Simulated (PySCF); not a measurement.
## 15N chemical shifts

Computational details: PBE0/pcSseg-1 with gauge-including orbitals, GFN2-xTB structure, in PySCF 2.14.0 with density-fitted response routines (non-relativistic, no solvent model, averaged over atoms made equivalent by symmetry, fast rotation or ring inversion, one conformer).

Shieldings were converted by a linear fit to measured shifts: 15N (scatter 6.3 ppm rms vs CH3NO2, solution or neat liquid). Occasional misses reach two or three times the rms, and more in compound classes unlike the fitted ones.

Q: Give the 15N shifts of `C=CCNN(C)CC=C`, `CC(C)[C@H]1C=NN(C)C1`, `CC(C)(C)N1CCC=N1`, `CNN[SiH3]`, `C=C/C(CC(C)C)=N/N`, `C1CC(NNC2CC2)C1`.

A: 
```
                                                         compound                    environment  δ (ppm)
   [CH2:1]=[CH:2][CH2:3][NH:4][N:5]([CH3:6])[CH2:7][CH:8]=[CH2:9]  N4: nitrogen bonded to O or N   -279.1
   [CH2:1]=[CH:2][CH2:3][NH:4][N:5]([CH3:6])[CH2:7][CH:8]=[CH2:9]  N5: nitrogen bonded to O or N   -300.5
 [CH3:1][CH:2]([CH3:3])[C@H:4]1[CH:5]=[N:6][N:7]([CH3:8])[CH2:9]1             N6: imine nitrogen    -20.3
 [CH3:1][CH:2]([CH3:3])[C@H:4]1[CH:5]=[N:6][N:7]([CH3:8])[CH2:9]1  N7: nitrogen bonded to O or N   -259.1
  [CH3:1][C:2]([CH3:3])([CH3:4])[N:5]1[CH2:6][CH2:7][CH:8]=[N:9]1             N9: imine nitrogen    -35.5
  [CH3:1][C:2]([CH3:3])([CH3:4])[N:5]1[CH2:6][CH2:7][CH:8]=[N:9]1  N5: nitrogen bonded to O or N   -241.6
                                      [CH3:1][NH:2][NH:3][SiH3:4]  N2: nitrogen bonded to O or N   -318.4
                                      [CH3:1][NH:2][NH:3][SiH3:4]  N3: nitrogen bonded to O or N   -328.0
[CH2:1]=[CH:2]/[C:3]([CH2:4][CH:5]([CH3:6])[CH3:7])=[N:8]/[NH2:9]             N8: imine nitrogen    -39.7
[CH2:1]=[CH:2]/[C:3]([CH2:4][CH:5]([CH3:6])[CH3:7])=[N:8]/[NH2:9]  N9: nitrogen bonded to O or N   -278.5
[CH2:1]1[CH2:2][CH:3]([NH:4][NH:5][CH:6]2[CH2:7][CH2:8]2)[CH2:9]1  N4: nitrogen bonded to O or N   -279.8
[CH2:1]1[CH2:2][CH:3]([NH:4][NH:5][CH:6]2[CH2:7][CH2:8]2)[CH2:9]1  N5: nitrogen bonded to O or N   -298.2
```

Q: Match the shifts -280.2, -324.5, -355.0 ppm to `C=C(C)[C@@H]1CC[SiH2]N1`, `C=CN(C)[SiH2]C1CC1`, `O=C1NCC[C@H]1O[SiH3]`.

A: -280.2: O=C1NCC[C@H]1O[SiH3] (amide-type nitrogen); -324.5: C=CN(C)[SiH2]C1CC1 (enamine nitrogen); -355.0: C=C(C)[C@@H]1CC[SiH2]N1 (nitrogen bonded to C, Si, H, in a 5-membered ring).
